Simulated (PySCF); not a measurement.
Point-charge models of `C/N=C/c1cccc(C#N)c1` against its computed dipole.

Coordinates (GFN2-xTB, Å) and charges (e) from the PBE0/pcSseg-1 density (PySCF):

```csv
atom,x,y,z,Mulliken,IAO,Hirshfeld,ESP-fitted
C1,3.673,0.138,-0.511,-0.0911,-0.3030,-0.0690,-0.2964
N2,2.364,-0.278,-0.141,-0.4478,-0.2617,-0.1288,-0.3531
C3,1.363,0.446,-0.392,+0.2503,+0.0195,+0.0373,+0.4149
C4,0.015,0.037,-0.021,-0.3356,-0.0106,-0.0034,-0.2938
C5,-0.208,-1.184,0.622,+0.0811,-0.1166,-0.0253,+0.1472
C6,-1.488,-1.570,0.972,-0.0562,-0.1436,-0.0364,-0.2083
C7,-2.567,-0.752,0.689,+0.0516,-0.1237,-0.0256,-0.1475
C8,-2.354,0.469,0.047,-0.2608,-0.0491,+0.0070,+0.0084
C9,-3.450,1.315,-0.244,+0.1457,+0.1403,+0.0768,+0.3473
N10,-4.335,2.004,-0.480,-0.2394,-0.2396,-0.2206,-0.4488
C11,-1.066,0.862,-0.308,+0.1182,-0.1293,-0.0298,-0.1156
H12,4.106,-0.632,-1.153,+0.1272,+0.1623,+0.0532,+0.1520
H13,3.702,1.107,-1.029,+0.0856,+0.1122,+0.0358,+0.0938
H14,4.281,0.189,0.394,+0.1272,+0.1623,+0.0533,+0.1513
H15,1.446,1.420,-0.900,+0.0714,+0.1021,+0.0420,+0.0181
H16,0.644,-1.810,0.832,+0.0838,+0.1784,+0.0509,+0.0406
H17,-1.651,-2.516,1.466,+0.1038,+0.1641,+0.0600,+0.1622
H18,-3.572,-1.045,0.957,+0.0975,+0.1711,+0.0632,+0.1705
H19,-0.915,1.809,-0.807,+0.0874,+0.1649,+0.0593,+0.1571
```

Q: Compute μ = Σ q r for each scheme (1 e·Å = 4.803 D) and compare with the dipole of the full density.

A: The full density gives (3.80, -1.73, 0.39) D, 4.20 D in size; dipole vectors point from the negative to the positive end.

```
    scheme    μx     μy    μz  size (D)  share of the full size (%)  angle to the full dipole (°)
  Mulliken  4.04  -1.73  0.37      4.41                         105                             1
       IAO  3.19  -1.70  0.46      3.64                          87                             4
 Hirshfeld  2.97  -1.64  0.46      3.42                          82                             5
ESP-fitted  3.83  -1.71  0.38      4.21                         100                             0
```

Q: Which set comes closest?

A: Length of the difference vector: ESP-fitted 0.03 D, Mulliken 0.24 D, IAO 0.62 D, Hirshfeld 0.84 D. Closest: ESP-fitted. The schemes that divide the density aren't constrained to reproduce the dipole.

Q: What is left for the Hirshfeld atoms' own dipoles?

A: The Hirshfeld atoms' densities add up to the full density, so μ = Σ q r + Σ (atomic dipoles). The atomic dipoles sum to (3.80, -1.73, 0.39) − (2.97, -1.64, 0.46) = (0.83, -0.09, -0.07) D, 0.84 D in size.

Q: With the origin at the mean of the coordinates, (-0.001, 0.000, 0.000) Å, which are the largest single terms, by size, of the Mulliken dipole along the direction of the full one?

A: N10 +5.52, N2 -4.83, C8 +2.91, C9 -2.58, H12 +2.37 D; all 19 atoms together +4.41 D. The single terms depend on the origin, their sum doesn't.

Q: Give the size of the full dipole in other units.

A: 4.20 D = 1.651 au = 0.874 e·Å = 14.00 × 10⁻³⁰ C·m.

Isolated species at its GFN2-xTB geometry (one conformer only).

These values come from a run that also computed NMR shieldings. The run took 72 s wall on an Arm Neoverse V1 with one thread, shared host with 32 logical CPUs at a one-minute load of 28, and the process peaked at 0.94 GiB of memory.

The values belong to the conformer `[CH3:1]/[N:2]=[CH:3]/[c:4]1[cH:5][cH:6][cH:7][c:8]([C:9]#[N:10])[cH:11]1`: N2–C3–C4–C5 0°.
